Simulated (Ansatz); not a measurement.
The cluster PtCl₂: single points at one geometry.

```yaml
crystal:
  periodic: [false, false, false]
  atoms:
    - {symbol: Pt, position_ang: [-0.192816, -0.639684, 0.110887]}
    - {symbol: Cl, position_ang: [1.917400, -0.176899, 0.245397]}
    - {symbol: Cl, position_ang: [-1.724583, 0.816583, -0.356285]}
basis:
  gaussian: {orbitals: def2-TZVP, initial_orbitals: start.molden}
hamiltonian: {xc: {name: B97M-V}}
scf: {omitted_lower_state_checks: [starts]}
output: {orbitals: {seedname: orbitals}}
```

The file start.molden holds the orbitals of an earlier run on this structure, at another level or in another basis.

```sh
$ ansatz run in.yaml --threads 4 --pin off --events-out ev --progress --plain --max-ram 3916MiB
```

It prints (some lines left out):

```
Functional definition: B97M-V
908 factors; their error is unknown
mean field evaluation 1: about -28287.0503 eV, gradient 2.0e1 eV
mean field evaluation 2: about -28287.2195 eV, gradient 2.2e-1 eV
mean field evaluation 4: about -28287.2081 eV, gradient 1.1e-1 eV
mean field -28287.20811724 eV, -1039.5357245501 hartree, gradient 8.4e-5 eV, S^2 0.000000; 0 other end points of the search recorded, 0 dependent functions left out
reference -28287.20816493 eV, -1039.5357263027 hartree; 26, 26 occupied and 88, 88 virtual orbitals, 908 factors
Total energy: -28287.20816493 eV, -1039.5357263027 hartree
Checks for a lower state left out: starts
```

It took 2.9 s on 4 threads of Arm Neoverse V1 on a shared host.

As the first input, with `hamiltonian: {xc: pbe0, dispersion: d4}` and without the key `scf` (abridged; 1.8 s):

```
Functional definition: PBE0
mean field evaluation 16: about -28285.4677 eV, gradient 5.7e0 eV
mean field -28285.64124682 eV, -1039.4781431242 hartree, gradient 1.4e-5 eV, S^2 0.000000; 1 other end points of the search recorded, 0 dependent functions left out
Total energy: -28285.72117299 eV, -1039.4810803569 hartree
```

The first input with `hamiltonian: {xc: r2scan, dispersion: d4}`, `output: {forces: true, orbitals: {seedname: orbitals}}` (abridged; 2.3 s):

```
Functional definition: r2SCAN
mean field -28294.00893104 eV, -1039.7856498476 hartree, gradient 2.3e-5 eV, S^2 0.000000
Total energy: -28294.02800550 eV, -1039.7863508213 hartree
Atom 0 force     0.044736     0.148417    -0.025728 eV/Å
Atom 1 force    -0.212355    -0.022383    -0.018523 eV/Å
Atom 2 force     0.167619    -0.126034     0.044251 eV/Å
Dipole moment:    -0.070936    -0.235335     0.040795 e Å
Checks for a lower state left out: starts
```

First input, but with `gaussian: {orbitals: def2-SVP, initial_orbitals: start.molden}`, `hamiltonian: {xc: pbe, dispersion: d4}` (abridged; 0.5 s):

```
Functional definition: PBE
mean field -28276.28182301 eV, -1039.1341906435 hartree, gradient 3.2e-5 eV, S^2 0.000000
Total energy: -28276.37547817 eV, -1039.1376324072 hartree
Checks for a lower state left out: starts
```

The first input with `hamiltonian: {xc: {text: "exchange = 0.85*pbe_x + 0.15*exact_x\ncorrelation = pbe_c"}}` (abridged; 0.95 s):

```
Functional definition: unnamed
mean field -28285.52604852 eV, -1039.4739096650 hartree, gradient 6.2e-5 eV, S^2 0.000000
Total energy: -28285.52607700 eV, -1039.4739107117 hartree
Checks for a lower state left out: starts
```

First input, but with `hamiltonian: {xc: pbe, dispersion: d4}` (abridged; 0.75 s):

```
Functional definition: PBE
mean field -28285.42818289 eV, -1039.4703131693 hartree, gradient 2.5e-5 eV, S^2 0.000000
Total energy: -28285.52183511 eV, -1039.4737548251 hartree
Checks for a lower state left out: starts
```

As the first input, with `gaussian: {orbitals: def2-TZVPD, initial_orbitals: start.molden}`, `hamiltonian: {xc: pbe0, dispersion: d4}` (abridged; 1.6 s):

```
Functional definition: PBE0
mean field -28285.66884192 eV, -1039.4791572257 hartree, gradient 2.3e-5 eV, S^2 0.000000
Total energy: -28285.74878877 eV, -1039.4820952181 hartree
Checks for a lower state left out: starts
```

Geometry: PBE-D4/def2-TZVP.

In the def2 sets Pt takes a core potential; there is no spin–orbit coupling. The restricted singlet is unstable towards broken spin symmetry at other levels; at B97M-V/def2-TZVP, PBE-D4/def2-SVP, PBE with 15 % exact exchange/def2-TZVP, PBE0-D4/def2-TZVPD this wasn't settled. At PBE0-D4/def2-TZVP, r2SCAN-D4/def2-TZVP, PBE-D4/def2-TZVP the restricted singlet is unstable: a solution with broken spin symmetry lies lower. The geometry of the singlet was relaxed on an unsound state (restricted singlet, unstable towards broken spin symmetry). At PBE0-D4/def2-TZVP a triplet of charge 0 lies 0.63 eV below the restricted singlet, each at its own geometry. The structure comes from a short search, and lower isomers may exist.
